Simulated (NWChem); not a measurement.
**Basis-set dependence for iodine monochloride (ClI)**

SMILES: ICl
```xyz
2

Cl     0.0000     0.0000     1.8075
I      0.0000     0.0000    -0.5798
```
Charge 0, spin multiplicity 1.

All runs are NWChem calculations. The geometry was optimised at B3LYP/def2-SVP with def2 effective core potentials on I, a minimum by its harmonic frequencies.

Hartree-Fock energies in Ha, correlation energies in mHa.

Effective core potentials replace the inner electrons of I; spin-orbit coupling is left out. The correlated methods keep 9 core orbitals frozen. No row is a measurement; the coupled-cluster row has its own basis-set and correlation limits.

| basis | functions | RHF | MP2 | SCS-MP2 | CCSD | CCSD+T(CCSD) | CCSD(T) | CR-CCSD[T] | CR-CCSD(T) |
|---|---|---|---|---|---|---|---|---|---|
| def2-SVP | 44 | -755.99165 | -249.3 | -239.6 | -271.5 | -277.7 | -277.6 | -276.6 | -276.4 |
| def2-TZVP | 87 | -756.16383 | -678.7 | -617.7 | -669.4 | -689.1 | -688.7 | -684.3 | -683.9 |
| def2-QZVP | 152 | -756.17938 | -873.3 | -795.4 | not run | not run | not run | not run | not run |

From def2-TZVP to def2-QZVP the Hartree-Fock energy moves by -15.5 mHa and the MP2 correlation energy by -194.6 mHa, which is 22 % of its value in the larger set.
